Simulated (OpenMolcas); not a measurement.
# V2+, Nb2+, Ta2+: d3 down the group

| Item | Value |
| --- | --- |
| Program | OpenMolcas |
| Method | CASSCF |
| Basis | ANO-R2 |
| Scalar Hamiltonian | X2C, finite nucleus |
| Spin-orbit coupling | RASSI with atomic mean-field integrals over the reference wave functions, term energies averaged over their components |

Active space for each ion: 3 electrons in 6 orbitals (d s).

Computed levels in cm-1 above 4F 3/2:

| Level | V2+ | Nb2+ | Ta2+ |
| --- | --- | --- | --- |
| 4F 5/2 | 157 | 517 | 2675 |
| 4F 7/2 | 374 | 1193 | 5289 |
| 4F 9/2 | 646 | 1989 | 7552 |
| 4P 1/2 | 15306 | 11333 | 15370 |
| 2G 7/2 | 15478 | 11859 | 13638 |
| 4P 5/2 | 15557 | 12254 | 17128 |
| 2P 1/2 | 20455 | 13650 | 9809 |
| 2H 9/2 | 20569 | 16194 | 21202 |
| 2H 11/2 | 20753 | 16580 | 21164 |
| weight of 4F in the lowest level (%) | 100 | 99 | 88 |

Mixed levels, with the weight of the term that names them: Ta2+ 2H 9/2 (60 %).

Measured, with the error of the calculation in %. Measured levels: V2+ from Sugar and Corliss, J. Phys. Chem. Ref. Data 7, 1191 (1978); Nb2+ from the list in Shadmi, J. Res. Natl. Bur. Stand. 70A, 435 (1966).

| Level | V2+ | Nb2+ |
| --- | --- | --- |
| 4F 5/2 | 146 (+8.0) | 516 (+0.3) |
| 4F 7/2 | 342 (+9.4) | 1177 (+1.4) |
| 4F 9/2 | 584 (+10.7) | 1939 (+2.6) |
| 4P 1/2 | 11514 (+32.9) | 8664 (+30.8) |
| 2G 7/2 | 11966 (+29.3) | 9236 (+28.4) |
| 4P 5/2 | 11770 (+32.2) | 9594 (+27.7) |
| 2P 1/2 | 15580 (+31.3) |  |
| 2H 9/2 | 16811 (+22.4) | 12916 (+25.4) |
| 2H 11/2 | 16978 (+22.2) | 13264 (+25.0) |

The fine-structure level 4F 9/2 changes by a factor of 11.7 from V2+ to Ta2+.

Without spin-orbit coupling 4P lies 15094, 10809, 10224 cm-1 above 4F in that order; the difference to the level 4P 1/2, of either sign, comes from spin-orbit coupling, which also lowers the zero.

Without dynamic correlation excited terms often stand tens of per cent too high (terms of higher spin than the ground term too low), and those without a measured partner can miss by more than the paired ones. Terms from blocks run as CI alone lack orbitals of their own. Configurations are named by rounded mean occupations; where the s occupation lies near a half they are strongly mixed, a name can repeat and a true partner stay unpaired (holds for Ta2+). Measured partners are found by configuration, term and J. A level has none where our copy of the source lacks it or the pairing is in doubt (some pairs that miss far off the trend of their configuration count as doubtful), and it then counts in no deviation. Only configurations of the active space appear.
